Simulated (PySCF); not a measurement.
# Exercise with solution: chemical shift, span and skew from a shielding tensor

C2, SMILES [C]=[C] (connectivity only; charge and spin as stated), neutral, multiplicity 1. Atoms are numbered in the order given.

```xyz
2

C      0.0000     0.0000    -0.6231
C      0.0000     0.0000     0.6231
```
Charge 0, spin multiplicity 1.

Coordinates come from a PBE0-D3(BJ)/def2-TZVPD optimisation.

GIAO shieldings from KT2/pcSseg-2 in PySCF, non-relativistic, no solvent. The symmetric part of the tensor of C1 has the principal values 216.5, 216.5, 277.5 ppm. The same nucleus in TMS has σ = 184.2 ppm at this level (PySCF, at its B3LYP-D3(BJ)/def2-TZVP geometry).

### Question
Work out the isotropic shielding, the ¹³C shift against TMS, the span and the skew.

### Answer

σ(iso) = (σ11 + σ22 + σ33)/3 = 236.8 ppm. δ = σ(ref) − σ(iso) = 184.2 − (236.8) = -52.6 ppm.
Span Ω = σ33 − σ11 = 61.0 ppm. Skew κ = 3(σ(iso) − σ22)/Ω = 1.00, an axial tensor. Tumbling in solution averages the tensor to δ; in a static solid the shielding alone would spread this spin-1/2 line over Ω.
